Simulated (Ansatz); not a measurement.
A CCSD(T) single point on AlH$_{6}$NSiTe (`[SiH3][NH][AlH][TeH]`).

```yaml
crystal:
  periodic: [false, false, false]
  atoms:
    - {symbol: Si, position_ang: [-1.102439, 0.478552, -0.946767]}
    - {symbol: N, position_ang: [-0.600223, -0.705120, 0.204647]}
    - {symbol: Al, position_ang: [0.881197, -0.942026, 1.164141]}
    - {symbol: Te, position_ang: [2.866293, 0.616978, 1.037313]}
    - {symbol: H, position_ang: [-2.341706, 1.181707, -0.513568]}
    - {symbol: H, position_ang: [-0.011381, 1.475467, -1.088662]}
    - {symbol: H, position_ang: [-1.376956, -0.123790, -2.280892]}
    - {symbol: H, position_ang: [-1.296690, -1.422492, 0.372946]}
    - {symbol: H, position_ang: [0.955726, -2.183866, 2.137199]}
    - {symbol: H, position_ang: [2.109280, 1.573391, -0.083359]}
basis:
  gaussian: {orbitals: def2-TZVPP}
correlation: {method: ccsd_t}
```

```sh
$ ansatz run in.yaml --threads 4 --pin off --events-out ev --progress --plain --max-ram 10444MiB
```

The program prints (abridged):

```
Functional definition: HF
1614 factors; integrals over basis functions are off by at most 1.4e-3 eV
mean field evaluation 1: about -23287.1812 eV, gradient 3.9e1 eV
mean field evaluation 2: about -23287.3889 eV, gradient 3.9e1 eV
mean field evaluation 4: about -23291.1380 eV, gradient 3.7e0 eV
mean field evaluation 8: about -23291.2126 eV, gradient 3.6e-1 eV
mean field -23291.21310197 eV, -855.9362941460 hartree, gradient 5.5e-6 eV, S^2 0.000000; 0 other end points of the search recorded, 0 dependent functions left out
15 core orbitals not correlated: weight in the atoms' cores, before any rotation towards them, 1.000 or more for the frozen orbitals, at most 0.000 for the correlated occupied ones
reference -23291.21310197 eV, -855.9362941460 hartree; 17, 17 occupied and 217, 217 virtual orbitals, 1614 factors
second order -24.06155573 eV of doubles, -0.00000000 eV of singles
cycle   1  -23.78507001 eV  change    2.8e-1 eV  update   1.1e-1
cycle   2  -24.45042896 eV  change   -6.7e-1 eV  update   3.1e-2
cycle   3  -24.53431469 eV  change   -8.4e-2 eV  update   1.5e-2
cycle   4  -24.51384089 eV  change    2.0e-2 eV  update   3.8e-3
cycle   5  -24.51443021 eV  change   -5.9e-4 eV  update   1.9e-3
cycle   6  -24.51518502 eV  change   -7.5e-4 eV  update   5.1e-4
cycle   7  -24.51471145 eV  change    4.7e-4 eV  update   1.9e-4
cycle   8  -24.51470053 eV  change    1.1e-5 eV  update   6.3e-5
cycle   9  -24.51475392 eV  change   -5.3e-5 eV  update   2.2e-5
cycle  10  -24.51474658 eV  change    7.3e-6 eV  update   7.0e-6
perturbative correction -0.75228991 eV, -0.0276461443 hartree
Total energy: -23316.48013846 eV, -856.8648406105 hartree
```

It took 110 s on 4 threads of an Intel Xeon Platinum 8488C on a shared host, with 5.3 GiB of host memory at the peak.

Correlation energy per correlated electron: -0.743 eV. T1 diagnostic: 0.0112.
